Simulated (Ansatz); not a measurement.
Tuning the range parameter of LC-ωPBE so that −HOMO meets the ionisation energy; basis def2-SVP, Ansatz. System: (NMe2)3Sn-NH-SiH3 (C6H22N4SiSn). Charge 0, multiplicity 1. Geometry: PBE-D4/def2-SVP. The ionised state is a doublet.

Geometry of the singlet:

Cartesian coordinates in Å:
```
Sn 0.1685 0.0583 -0.1896
N 0.0132 -1.7981 0.6813
C 0.3053 -1.9186 2.0974
C 0.4132 -2.9525 -0.1001
N -0.7487 1.2795 1.1911
C -2.0650 0.9073 1.6696
C -0.5164 2.7085 1.1427
N -0.5501 -0.2411 -2.1059
C -0.2956 0.7694 -3.1133
C -1.8523 -0.8696 -2.2312
N 2.0369 0.9004 -0.4652
Si 3.2236 1.0615 0.8117
H 0.0388 -0.9844 2.6323
H 1.3838 -2.1359 2.3132
H -0.2857 -2.7497 2.5525
H 1.4945 -3.2210 0.0225
H 0.2319 -2.7757 -1.1797
H -0.1755 -3.8534 0.1982
H -2.9034 1.3515 1.0721
H -2.2103 1.2472 2.7237
H -2.1896 -0.1950 1.6578
H -1.2760 3.2655 0.5346
H 0.4830 2.9286 0.7158
H -0.5448 3.1464 2.1697
H -1.0748 1.5742 -3.1539
H -0.2609 0.3108 -4.1303
H 0.6812 1.2666 -2.9425
H -1.9308 -1.4151 -3.2018
H -2.7082 -0.1461 -2.2012
H -2.0084 -1.6111 -1.4213
H 2.4084 0.7127 -1.4039
H 2.4645 1.2775 2.0921
H 4.1217 -0.1421 1.0000
H 4.1283 2.2433 0.5614
```

In the def2 sets Sn takes a core potential; there is no spin–orbit coupling.

```tsv
ω (1/bohr)	HOMO (eV)	LUMO (eV)	vertical IE (eV)	HOMO + IE (eV)
0.1	-5.92	-0.04	6.82	0.90
0.15	-6.52	0.49	7.01	0.49
0.2	-7.02	0.93	7.24	0.21
```

Estimate the row for 0.3 bohr⁻¹.


| ω (1/bohr) | HOMO (eV) | LUMO (eV) | vertical IE (eV) | HOMO + IE (eV) |
| --- | --- | --- | --- | --- |
| 0.3 | -7.83 | 1.56 | 7.58 | -0.25 |

Where does the tuning condition hold?

Near ω = 0.25 bohr⁻¹, by linear interpolation.
